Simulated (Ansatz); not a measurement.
Single points on AsSbSbSb tetrahedron (Sb₃As).

```yaml
crystal:
  periodic: [false, false, false]
  atoms:
    - {symbol: As, position_ang: [1.255165, 0.729160, 0.641576]}
    - {symbol: Sb, position_ang: [-1.225865, 1.190118, -0.262960]}
    - {symbol: Sb, position_ang: [0.506641, -0.710576, -1.492201]}
    - {symbol: Sb, position_ang: [-0.535931, -1.208702, 1.113595]}
basis:
  gaussian: {orbitals: def2-TZVP, initial_orbitals: start.molden}
hamiltonian: {xc: pbe0, dispersion: d4}
scf: {omitted_lower_state_checks: [starts]}
output: {orbitals: {seedname: orbitals}}
```

The file start.molden holds the orbitals of an earlier run on this structure, at another level or in another basis.

```sh
$ ansatz run in.yaml --threads 4 --pin off --events-out ev --progress --plain --max-ram 3916MiB
```

Shortened log:

```
Functional definition: PBE0
  name "PBE0"
  cite "Adamo & Barone, J. Chem. Phys. 110, 6158 (1999) doi:10.1063/1.478522"
  cite "Perdew, Burke & Ernzerhof, Phys. Rev. Lett. 77, 3865 (1996) doi:10.1103/PhysRevLett.77.3865"
  parent pbe
  parameter a = 0.25
  parameter kappa = 0.804
  parameter beta = 0.06672455060314922
  exchange = (1 - a)*pbe_x(kappa = kappa, mu = beta*pi^2/3) + a*exact_x
  correlation = pbe_c(beta = beta)
these checks for a lower state are left out or cut short: starts
1746 factors; their error is unknown
mean field evaluation 1: about -80450.0378 eV, gradient 1.1e2 eV
mean field evaluation 2: about -80450.8333 eV, gradient 2.2e0 eV
mean field evaluation 4: about -80451.6055 eV, gradient 8.4e-1 eV
mean field evaluation 8: about -80451.6061 eV, gradient 2.2e-5 eV
mean field -80451.60611579 eV, -2956.5419926981 hartree, gradient 2.2e-5 eV, S^2 0.000000; 0 other end points of the search recorded, 0 dependent functions left out
reference -80451.60614248 eV, -2956.5419936787 hartree; 51, 51 occupied and 147, 147 virtual orbitals, 1746 factors
Total energy: -80451.87313703 eV, -2956.5518055475 hartree
Checks for a lower state left out: starts
```

It took 3.5 s on 4 threads of Arm Neoverse V2 on a shared host, peak host memory 0.79 GiB.

As the first input, with `hamiltonian: {xc: {name: revPBE}, dispersion: d4}` (abridged; 1.8 s):

```
Functional definition: revPBE
mean field -80457.46110200 eV, -2956.7571594724 hartree, gradient 8.0e-6 eV, S^2 0.000000
Total energy: -80458.02411396 eV, -2956.7778497805 hartree
Checks for a lower state left out: starts
```

First input, but with `hamiltonian: {xc: pbe, dispersion: d4}` (abridged; 1.8 s):

```
Functional definition: PBE
mean field -80449.31067894 eV, -2956.4576369497 hartree, gradient 6.7e-6 eV, S^2 0.000000
Total energy: -80449.62537794 eV, -2956.4692019247 hartree
Checks for a lower state left out: starts
```

The first input with `hamiltonian: {xc: pbe}`, `correlation: {method: rpa}` and without the key `output` (abridged; 6 s):

```
Functional definition: PBE
mean field -80449.31067179 eV, -2956.4576366869 hartree, gradient 2.8e-6 eV, S^2 0.000000
21 core orbitals not correlated: weight in the atoms' cores, before any rotation towards them, 1.000 or more for the frozen orbitals, at most 0.000 for the correlated occupied ones
Total energy: -80376.00197193 eV, -2953.7635916574 hartree
Checks for a lower state left out: starts
```

The first input with `gaussian: {orbitals: def2-SVP, initial_orbitals: start.molden}`, `correlation: {method: ccsd_t}` and without the key `hamiltonian` (abridged; 4.6 s):

```
Functional definition: HF
mean field -80322.48815741 eV, -2951.7969952469 hartree, gradient 3.3e-6 eV, S^2 0.000000
21 core orbitals not correlated: weight in the atoms' cores, before any rotation towards them, 1.000 or more for the frozen orbitals, at most 0.000 for the correlated occupied ones
second order -15.79716998 eV of doubles, -0.00000000 eV of singles
cycle   1  -15.02403346 eV  change    7.7e-1 eV  update   1.4e-1
cycle   2  -15.64150921 eV  change   -6.2e-1 eV  update   4.7e-2
cycle   3  -15.74500822 eV  change   -1.0e-1 eV  update   2.0e-2
cycle   4  -15.73794535 eV  change    7.1e-3 eV  update   5.4e-3
cycle   5  -15.74216060 eV  change   -4.2e-3 eV  update   2.0e-3
cycle   6  -15.74172685 eV  change    4.3e-4 eV  update   5.3e-4
cycle   7  -15.74126454 eV  change    4.6e-4 eV  update   2.4e-4
cycle   8  -15.74133985 eV  change   -7.5e-5 eV  update   8.7e-5
cycle   9  -15.74128730 eV  change    5.3e-5 eV  update   2.0e-5
perturbative correction -0.87062957 eV, -0.0319950467 hartree
Total energy: -80339.10007428 eV, -2952.4074719321 hartree
Checks for a lower state left out: starts
```

As the first input, with `hamiltonian: {xc: lda}` (abridged; 1.1 s):

```
Functional definition: SPW92
mean field -80340.20109797 eV, -2952.4479338061 hartree, gradient 3.5e-5 eV, S^2 0.000000
Total energy: -80340.20113125 eV, -2952.4479350292 hartree
Checks for a lower state left out: starts
```

As the first input, with `gaussian: {orbitals: def2-SVP, initial_orbitals: start.molden}` (abridged; 1.8 s):

```
Functional definition: PBE0
mean field -80443.44163146 eV, -2956.2419534329 hartree, gradient 2.5e-5 eV, S^2 0.000000
Total energy: -80443.70864651 eV, -2956.2517660550 hartree
Checks for a lower state left out: starts
```

Geometry: PBE-D4/def2-SVP.

In the def2 sets Sb takes a core potential; there is no spin–orbit coupling. Correlated methods freeze 21 core orbitals; core or outer-core shells of As, Sb are correlated, in sets that lack core-valence functions.
